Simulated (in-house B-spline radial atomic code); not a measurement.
# Ionising Zn⁺ with different functionals

Computed with an all-electron radial atomic-structure program (B-spline basis): four-component Dirac-Coulomb Hamiltonian, Fermi nucleus of rms radius 3.9283 fm, spin-restricted, spherical fractional occupations for the functionals. The ionisation energy is the difference of two self-consistent energies, [Ar] 3d10 4s1 → [Ar] 3d10, without Breit or QED terms; ε is the level of the shell that loses the electron (mean over j).

Hybrids are left out here: with spherical fractional occupations of an open shell their exact exchange keeps a self-interaction that integer-occupation calculations don't have.

| method | rung | ΔSCF (eV) | -ε(4s) (eV) |
| --- | --- | --- | --- |
| LDA VWN5 | LDA | ? | ? |
| relativistic LDA | LDA | 18.74 | 14.32 |
| LDA PW92 | LDA | 18.76 | 14.34 |
| LDA exchange-only | LDA | 17.64 | 13.22 |
| PBE | GGA | 18.44 | 14.00 |
| PBEsol | GGA | 18.35 | 13.98 |
| BLYP | GGA | 18.66 | 14.13 |
| RPBE | GGA | 18.28 | 13.82 |
| PW91 | GGA | ? | ? |
| BP86 | GGA | 18.52 | 14.19 |
| AM05 | GGA | 18.31 | 13.94 |
| OLYP | GGA | 18.08 | 13.54 |

Question: What does PW91 give?

Answer: ΔSCF 18.51 eV, and -ε(4s) = 14.07 eV.

Question: What does LDA VWN5 give?

Answer: ΔSCF 18.76 eV, and -ε(4s) = 14.34 eV.

Question: How do they compare with the NIST value?

Answer: NIST lists 17.964 eV (measured, ground level to ground level). Errors run from -0.32 to +0.80 eV; OLYP is closest (+0.11 eV), but part of that can be cancellation, since the calculations leave out Breit-QED terms, spin polarisation.
